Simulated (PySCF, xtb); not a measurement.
Te(F)4 cation (F4Te), SMILES F[Te](F)(F)F (connectivity only; charge and spin as stated), charge +1, multiplicity 2.

Harmonic wavenumbers (cm⁻¹) from xtb 6.7.1 with GFN2-xTB at its own minimum, in rising order: 77, 97, 158, 177, 190, 334, 405, 495, 514.

Question: What does PBE-D3(BJ)/def2-SVP run with PySCF give at its own minimum? (Estimate from the structure and the level; the computed values follow.)

Answer: 104, 109, 183, 194, 211, 543, 553, 675, 684. Paired by order, the mean absolute difference is 90 cm⁻¹ and the zero-point energies are 3.5 and 4.7 kcal/mol.
